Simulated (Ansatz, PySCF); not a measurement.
H5Si2, SMILES [SiH2][SiH3], multiplicity 2. Atoms are numbered in the order given.

```xyz
7

Si     1.2189     0.0142     0.1907
Si    -1.0959     0.1359    -0.0717
H      1.9841     0.8075    -0.8051
H      1.7514    -1.3718     0.2373
H     -1.7481    -0.6121     1.0292
H     -1.5165     1.5557    -0.0077
H     -1.5544    -0.4338    -1.3651
```
Charge 0, spin multiplicity 2.

Geometry optimised at B3LYP-D3(BJ)/def2-TZVP. The isomer is the one that the SMILES or the coordinates give; other isomers of the formula were not compared.

Two levels are set side by side: PBE-D3(BJ)/def2-TZVP (Ansatz, an electronic-structure program) and B3LYP-D3(BJ)/def2-TZVP (Ansatz). Each level has its own optimised geometry; the coordinates shown are those of the second. Frequencies come from the Hessian of PySCF at each geometry. Differences are taken from unrounded values.

| quantity | B3LYP-D3(BJ) |
|---|---|
| mean bond length (Å) | 1.626 |
| bond Si1–Si2 (Å) | 2.333 |
| bond Si1–H3 (Å) | 1.485 |
| bond Si1–H4 (Å) | 1.485 |
| bond Si2–H5 (Å) | 1.482 |
| bond Si2–H6 (Å) | 1.482 |
| bond Si2–H7 (Å) | 1.486 |
| highest harmonic wavenumber (cm⁻¹) | 2230 |
| mean harmonic wavenumber (cm⁻¹) | 1155 |
| zero-point energy (kcal/mol) | 24.76 |

What does PBE-D3(BJ) give, and how far is it from B3LYP-D3(BJ)? (Estimate from the structure and the level; the computed values follow.)


```json
[
 {"quantity": "mean bond length (Å)", "PBE-D3(BJ)": "1.637", "PBE-D3(BJ) minus B3LYP-D3(BJ)": "0.011"},
 {"quantity": "bond Si1–Si2 (Å)", "PBE-D3(BJ)": "2.331", "PBE-D3(BJ) minus B3LYP-D3(BJ)": "-0.001"},
 {"quantity": "bond Si1–H3 (Å)", "PBE-D3(BJ)": "1.499", "PBE-D3(BJ) minus B3LYP-D3(BJ)": "0.013"},
 {"quantity": "bond Si1–H4 (Å)", "PBE-D3(BJ)": "1.499", "PBE-D3(BJ) minus B3LYP-D3(BJ)": "0.013"},
 {"quantity": "bond Si2–H5 (Å)", "PBE-D3(BJ)": "1.496", "PBE-D3(BJ) minus B3LYP-D3(BJ)": "0.014"},
 {"quantity": "bond Si2–H6 (Å)", "PBE-D3(BJ)": "1.496", "PBE-D3(BJ) minus B3LYP-D3(BJ)": "0.014"},
 {"quantity": "bond Si2–H7 (Å)", "PBE-D3(BJ)": "1.500", "PBE-D3(BJ) minus B3LYP-D3(BJ)": "0.014"},
 {"quantity": "highest harmonic wavenumber (cm⁻¹)", "PBE-D3(BJ)": "2172", "PBE-D3(BJ) minus B3LYP-D3(BJ)": "-58"},
 {"quantity": "mean harmonic wavenumber (cm⁻¹)", "PBE-D3(BJ)": "1114", "PBE-D3(BJ) minus B3LYP-D3(BJ)": "-40"},
 {"quantity": "zero-point energy (kcal/mol)", "PBE-D3(BJ)": "23.89", "PBE-D3(BJ) minus B3LYP-D3(BJ)": "-0.87"}
]
```

GGA bonds tend to be longer and softer than those of functionals with exact exchange. Differences between two approximate levels are no errors against the true value.
